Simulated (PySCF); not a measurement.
# Potential energy of SrI along the bond

Set-up: basis Sr def2-SVP with ECP28, I def2-SVP with ECP28; scalar-relativistic core potentials; PySCF 2.14. Energies in eV from Sr + I in their ground configurations at the same level. State: ²Σ⁺ (doublet), unpaired electrons σ ↑.

All columns are PBE0. A positive dipole means Sr(−)I(+).

```
R (Å)  E (eV)  μ (D)  Mulliken charge on Sr (basis-dependent)  HOMO (eV)  LUMO (eV)  Mayer bond order  ⟨S²⟩
2.586  -2.483  -3.55                                     0.24      -3.91      -1.95              1.31  0.75
2.706  -2.918  -3.98                                     0.30      -4.03      -2.05              1.21  0.75
2.827  -3.149  -4.48                                     0.35      -4.14      -2.16              1.13  0.75
2.917  -3.227  -4.90                                     0.39      -4.22      -2.23              1.08  0.75
3.007  -3.247  -5.33                                     0.42      -4.30      -2.31              1.03  0.75
3.097  -3.221  -5.79                                     0.44      -4.38      -2.39              0.99  0.75
3.217  -3.138  -6.42                                     0.48      -4.49      -2.50              0.94  0.75
3.368  -2.981  -7.22                                     0.51      -4.62      -2.63              0.88  0.75
3.548  -2.750  -8.21                                     0.54      -4.76      -2.79              0.83  0.75
3.789  -2.416  -9.51                                     0.57      -4.93      -3.00              0.78  0.75
```

A fit through these points gives, at Re = 2.996 Å, μ = -5.28 D and dμ/dR = -4.93 D/Å; the reduced mass is 51.93 u.

Task: How strong is the fundamental in the double-harmonic approximation, I = 42.26·(dμ/dR)²/μred km/mol?

Result: I = 42.26·(-4.93)²/51.93 = 19.8 km/mol at PBE0.

Spin–orbit coupling is left out, which matters for elements this heavy, above all for dissociation energies. The state is the lowest determinant that a PBE0 search found; another state may lie lower at other levels.
